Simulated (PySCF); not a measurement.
# From computed data to an observable: chemical shift, span and skew from a shielding tensor

C₃H₄ClFSi, SMILES C#C[Si@H](Cl)CF. Atoms are numbered in the order given.

```xyz
10

C      2.3979    -0.0549    -1.6062
C      1.4672     0.1150    -0.8224
Si     0.0579     0.3715     0.3147
Cl     0.0690    -1.0926     1.7999
C     -1.5851     0.1937    -0.6307
F     -1.6621     1.2072    -1.5834
H      3.2197    -0.2035    -2.2953
H      0.1639     1.7192     0.9551
H     -1.6420    -0.8000    -1.1297
H     -2.4464     0.2690     0.0719
```
Charge 0, spin multiplicity 1.

The structure is a stationary point at PBE-D3(BJ)/def2-SVP. The structure was generated by enumeration; whether it is a known compound was not checked. The values are those of a single conformer.

GIAO shieldings from PBE0/pcSseg-1 (PySCF), non-relativistic, no solvent. The symmetric part of the tensor of Si3 has the principal values 356.4, 370.2, 408.8 ppm. The same nucleus in TMS has σ = 352.7 ppm at this level (PySCF, at its B3LYP-D3(BJ)/def2-TZVP geometry). Without spin–orbit terms, shifts of atoms bonded to Cl or Br come out too high.

Q: Work out the isotropic shielding, the ²⁹Si shift against TMS, the span and the skew.

A: 
σ(iso) = (σ11 + σ22 + σ33)/3 = 378.5 ppm. δ = σ(ref) − σ(iso) = 352.7 − (378.5) = -25.8 ppm.
Span Ω = σ33 − σ11 = 52.4 ppm. Skew κ = 3(σ(iso) − σ22)/Ω = 0.47. Tumbling in solution averages the tensor to δ; in a static solid the shielding alone would spread this spin-1/2 line over Ω.
